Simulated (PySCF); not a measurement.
Field gradients at the hydrogen positions

Compound: C7H9F3P (charge +1).
Z-matrix (Å and degrees, GFN2-xTB geometry), rows numbered from 1:
```
C 
C   1  1.4726
C   2  1.3588  1  124.29
P   3  1.7683  2  109.05  1   179.87
C   4  1.8131  3   94.44  2     0.06
C   5  1.4827  4  122.19  3   179.88
C   5  1.3535  4  106.37  3     0.04
C   7  1.5130  2  119.04  1     0.29
F   8  1.3309  7  112.75  2   179.82
F   8  1.3376  7  110.93  2    59.49
F   8  1.3375  7  111.09  2   -59.78
H   1  1.0913  2  110.50  3   120.31
H   1  1.0860  2  111.01  3    -0.78
H   1  1.0911  2  110.45  3  -121.93
H   3  1.0754  2  125.62  1    -0.08
H   4  1.3751  3  116.28  2  -116.55
H   4  1.3750  3  116.21  2   116.52
H   6  1.0910  5  110.90  4   120.93
H   6  1.0909  5  110.85  4  -121.44
H   6  1.0883  5  111.12  4    -0.30
```

Level: PBE0/pcSseg-1 (PySCF, non-relativistic); Q(2H) = 0.00286 b; rigid geometry, the same for H and D, with no vibrational averaging.

Question: Rank these positions by the coupling χzz of a deuteron there, largest first.
A. H12 (methyl hydrogen)
B. H15 (vinylic hydrogen)
C. H20 (methyl hydrogen)
D. H16 (P–H hydrogen)

Answer: B (223 kHz), C (205 kHz), A (200 kHz), D (136 kHz).

Q: Tabulate Vzz, the asymmetry η and χzz = 234.96 MHz × Q × Vzz for every hydrogen position.

A: 
```json
{"atom": "H12", "bonded to": "C1", "bond length (Å)": "1.091", "Vzz (au)": "0.2982", "η": "0.05", "χzz (kHz)": "200"}
{"atom": "H13", "bonded to": "C1", "bond length (Å)": "1.086", "Vzz (au)": "0.3092", "η": "0.05", "χzz (kHz)": "208"}
{"atom": "H14", "bonded to": "C1", "bond length (Å)": "1.091", "Vzz (au)": "0.2983", "η": "0.05", "χzz (kHz)": "200"}
{"atom": "H15", "bonded to": "C3", "bond length (Å)": "1.075", "Vzz (au)": "0.3322", "η": "0.10", "χzz (kHz)": "223"}
{"atom": "H16", "bonded to": "P4", "bond length (Å)": "1.375", "Vzz (au)": "0.2018", "η": "0.01", "χzz (kHz)": "136"}
{"atom": "H17", "bonded to": "P4", "bond length (Å)": "1.375", "Vzz (au)": "0.2019", "η": "0.00", "χzz (kHz)": "136"}
{"atom": "H18", "bonded to": "C6", "bond length (Å)": "1.091", "Vzz (au)": "0.2999", "η": "0.04", "χzz (kHz)": "202"}
{"atom": "H19", "bonded to": "C6", "bond length (Å)": "1.091", "Vzz (au)": "0.3000", "η": "0.04", "χzz (kHz)": "202"}
{"atom": "H20", "bonded to": "C6", "bond length (Å)": "1.088", "Vzz (au)": "0.3054", "η": "0.08", "χzz (kHz)": "205"}
```

Q: Average by the element that carries the hydrogen.

A: on C: 206 kHz over 7 positions, mean bond length 1.088 Å; on P: 136 kHz over 2 positions, mean bond length 1.375 Å.

Q: A static deuteron (I = 1) shows a doublet split by (3/2)χ, (3/4)χ(1 + η) and (3/4)χ(1 − η) with the field along z, y and x of the gradient. What are these for H18?

A: With |χ| = 201.5 kHz and η = 0.043: 302, 158 and 145 kHz, to first order and without motion.

Geometry: GFN2-xTB; no solvent, vibrations or thermal averaging. GFN2-xTB bond lengths can be off by several hundredths of an ångström, more for odd bonds, and the gradients follow them. These gradients aren't converged with respect to the basis.
